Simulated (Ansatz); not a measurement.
`C[CH2][Al]([F])[F]` + HBr → `[F][Al]([F])[Br]` + `CC` at 298.15 K and 1 bar (ligand exchange at the Al–C bond).

Program: Ansatz. Geometries: PBE0-D4/def2-TZVP. ΔE: electronic, gas phase. CCSD(T)/CBS is the MP2 limit (def2-TZVPP, def2-QZVPP) plus CCSD(T) − MP2 in def2-TZVPP, frozen cores. This one scheme is used for every species. For Br outer-core shells are correlated without core-valence functions, which leaves a few kJ/mol of doubt a bond. Scalar relativity is left out up to krypton. Each species was taken in one conformer, which may not be the lowest.

| species | CCSD(T)/CBS energy (Eh) | H − E (kJ/mol) | S (J/(mol·K)) |
| --- | --- | --- | --- |
| `C[CH2][Al]([F])[F]` | -520.88510 | 204.5 | 353.7 |
| HBr | -2573.91920 | 24.6 | 198.6 |
| `[F][Al]([F])[Br]` | -3015.14527 | 32.1 | 310.6 |
| `CC` | -79.71954 | 207.7 | 227.7 |

H − E and S are ideal-gas, rigid-rotor, harmonic terms from PBE0-D4/def2-TZVP, for one conformer and one mirror image of each species. 1 Eh = 2625.50 kJ/mol, R = 8.31446 J/(mol·K).

Q: By hand: ΔE, ΔH, ΔS and ΔG.

A: ΔE = (-3015.14527) + (-79.71954) − (-520.88510) − (-2573.91920) = -0.06051 Eh = -158.9 kJ/mol. Δ(H − E) = 32.1 + 207.7 − 204.5 − 24.6 = 10.7, so ΔH = -148.2 kJ/mol. ΔS = 310.6 + 227.7 − 353.7 − 198.6 = -14.0 J/(mol·K). ΔG = -148.2 − 298.15 × (-14.0)/1000 = -144.0 kJ/mol.

Q: By hand: the equilibrium constant, and the temperature at which ΔG would vanish if ΔH and ΔS stayed fixed.

A: log₁₀ K = −ΔG/(RT ln 10) = 25.2. ΔG = 0 at ΔH/ΔS = 10586 K, far beyond where these terms or the molecules hold.

The number of gas molecules stays the same, so ΔS is small and ΔH decides. A doubt of 5 kJ/mol in ΔE shifts log₁₀ K by 0.9 here. Other conformers and mirror images would add mixing entropy, several J/(mol·K) or more a flexible species. Modes under 60 cm⁻¹, often nearly free rotors, make the harmonic entropy too high. These are equilibria of isolated gas molecules and say nothing of rates. Largest T1 diagnostic: 0.012 (customary marks: 0.02 for closed shells, 0.045 for open ones).
